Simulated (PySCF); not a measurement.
C₂H₇ClFNSi, SMILES C(C)[Si@@](N)(Cl)F.

Geometry: PBE0-D3(BJ)/def2-SVP. The structure was generated by enumeration; whether it is a known compound was not checked. One conformer was computed; it need not be the lowest.

Computed with PBE0-D3(BJ)/def2-SVP in PySCF.

Frequencies are harmonic and unscaled.

```json
[
 {"mode": "1", "ν (cm⁻¹)": "68", "IR (km/mol)": "0.7", "moving atoms (share of kinetic energy)": "C 38 %, H 36 %, Cl 13 %, N 9 %"},
 {"mode": "2", "ν (cm⁻¹)": "129", "IR (km/mol)": "0.5", "moving atoms (share of kinetic energy)": "C 29 %, H 21 %, Cl 21 %, F 17 %"},
 {"mode": "3", "ν (cm⁻¹)": "146", "IR (km/mol)": "8.3", "moving atoms (share of kinetic energy)": "H 54 %, F 15 %, N 13 %, C 10 %"},
 {"mode": "4", "ν (cm⁻¹)": "176", "IR (km/mol)": "4.2", "moving atoms (share of kinetic energy)": "H 59 %, N 13 %, C 9 %, Si 8 %"},
 {"mode": "5", "ν (cm⁻¹)": "235", "IR (km/mol)": "8.0", "moving atoms (share of kinetic energy)": "H 49 %, N 15 %, F 15 %, C 11 %"},
 {"mode": "6", "ν (cm⁻¹)": "270", "IR (km/mol)": "3.3", "moving atoms (share of kinetic energy)": "H 37 %, F 33 %, Cl 15 %"},
 {"mode": "7", "ν (cm⁻¹)": "288", "IR (km/mol)": "21.5", "moving atoms (share of kinetic energy)": "H 52 %, Cl 13 %, F 10 %, N 9 %, C 9 %"},
 {"mode": "8", "ν (cm⁻¹)": "299", "IR (km/mol)": "29.4", "moving atoms (share of kinetic energy)": "H 27 %, F 24 %, N 16 %, C 14 %, Si 13 %"},
 {"mode": "9", "ν (cm⁻¹)": "361", "IR (km/mol)": "71.6", "moving atoms (share of kinetic energy)": "H 58 %, C 19 %, Si 9 %"},
 {"mode": "10", "ν (cm⁻¹)": "386", "IR (km/mol)": "100.9", "moving atoms (share of kinetic energy)": "N 31 %, H 23 %, C 15 %, Si 14 %, F 14 %"},
 {"mode": "11", "ν (cm⁻¹)": "522", "IR (km/mol)": "51.5", "moving atoms (share of kinetic energy)": "Cl 40 %, Si 28 %, C 10 %, H 9 %"},
 {"mode": "12", "ν (cm⁻¹)": "679", "IR (km/mol)": "31.7", "moving atoms (share of kinetic energy)": "H 63 %, C 21 %, Si 11 %"},
 {"mode": "13", "ν (cm⁻¹)": "693", "IR (km/mol)": "22.0", "moving atoms (share of kinetic energy)": "H 43 %, C 32 %, Si 13 %, N 9 %"},
 {"mode": "14", "ν (cm⁻¹)": "828", "IR (km/mol)": "144.4", "moving atoms (share of kinetic energy)": "H 61 %, Si 18 %, N 15 %"},
 {"mode": "15", "ν (cm⁻¹)": "864", "IR (km/mol)": "151.7", "moving atoms (share of kinetic energy)": "Si 39 %, F 33 %, N 15 %, H 10 %"},
 {"mode": "16", "ν (cm⁻¹)": "934", "IR (km/mol)": "120.8", "moving atoms (share of kinetic energy)": "Si 35 %, H 25 %, N 23 %, F 15 %"},
 {"mode": "17", "ν (cm⁻¹)": "972", "IR (km/mol)": "24.1", "moving atoms (share of kinetic energy)": "H 80 %, C 14 %"},
 {"mode": "18", "ν (cm⁻¹)": "987", "IR (km/mol)": "41.0", "moving atoms (share of kinetic energy)": "H 67 %, C 15 %, Si 12 %"},
 {"mode": "19", "ν (cm⁻¹)": "1067", "IR (km/mol)": "15.8", "moving atoms (share of kinetic energy)": "C 68 %, H 31 %"},
 {"mode": "20", "ν (cm⁻¹)": "1244", "IR (km/mol)": "4.1", "moving atoms (share of kinetic energy)": "H 79 %, C 21 %"},
 {"mode": "21", "ν (cm⁻¹)": "1273", "IR (km/mol)": "9.4", "moving atoms (share of kinetic energy)": "H 56 %, C 43 %"},
 {"mode": "22", "ν (cm⁻¹)": "1394", "IR (km/mol)": "2.0", "moving atoms (share of kinetic energy)": "H 82 %, C 18 %"},
 {"mode": "23", "ν (cm⁻¹)": "1423", "IR (km/mol)": "9.0", "moving atoms (share of kinetic energy)": "H 90 %, C 10 %"},
 {"mode": "24", "ν (cm⁻¹)": "1473", "IR (km/mol)": "7.4", "moving atoms (share of kinetic energy)": "H 97 %"},
 {"mode": "25", "ν (cm⁻¹)": "1478", "IR (km/mol)": "7.9", "moving atoms (share of kinetic energy)": "H 96 %"},
 {"mode": "26", "ν (cm⁻¹)": "1533", "IR (km/mol)": "72.3", "moving atoms (share of kinetic energy)": "H 88 %, N 11 %"},
 {"mode": "27", "ν (cm⁻¹)": "3055", "IR (km/mol)": "13.2", "moving atoms (share of kinetic energy)": "H 94 %"},
 {"mode": "28", "ν (cm⁻¹)": "3058", "IR (km/mol)": "20.1", "moving atoms (share of kinetic energy)": "H 97 %"},
 {"mode": "29", "ν (cm⁻¹)": "3114", "IR (km/mol)": "1.9", "moving atoms (share of kinetic energy)": "H 91 %, C 9 %"},
 {"mode": "30", "ν (cm⁻¹)": "3152", "IR (km/mol)": "15.3", "moving atoms (share of kinetic energy)": "H 90 %, C 10 %"},
 {"mode": "31", "ν (cm⁻¹)": "3155", "IR (km/mol)": "12.9", "moving atoms (share of kinetic energy)": "H 91 %, C 9 %"},
 {"mode": "32", "ν (cm⁻¹)": "3619", "IR (km/mol)": "47.9", "moving atoms (share of kinetic energy)": "H 96 %"},
 {"mode": "33", "ν (cm⁻¹)": "3722", "IR (km/mol)": "50.1", "moving atoms (share of kinetic energy)": "H 91 %, N 9 %"}
]
```
